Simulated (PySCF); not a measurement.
SiBr2Cl, SMILES Br[Si](Cl)Br, multiplicity 2. Atoms are numbered in the order given.

```xyz
4

Si     0.6100    -0.4300     0.0000
Br    -0.0779     0.6568     1.8380
Br    -0.0779     0.6568    -1.8380
Cl    -0.1816    -2.3504     0.0000
```
Charge 0, spin multiplicity 2.

Geometry: B3LYP-D3(BJ)/def2-SVP.

Level of theory: B3LYP-D3(BJ)/def2-SVP in PySCF.

Frequencies are harmonic and unscaled.

| mode | ν (cm⁻¹) | IR (km/mol) | moving atoms (share of kinetic energy) |
|---|---|---|---|
| 1 | 105 | 0.4 | Br 76 %, Cl 13 %, Si 10 % |
| 2 | 128 | 0.7 | Cl 59 %, Br 38 % |
| 3 | 182 | 2.2 | Cl 39 %, Br 32 %, Si 30 % |
| 4 | 359 | 20.3 | Si 66 %, Br 26 %, Cl 8 % |
| 5 | 459 | 140.8 | Si 82 %, Br 18 % |
| 6 | 549 | 139.0 | Si 63 %, Cl 36 % |
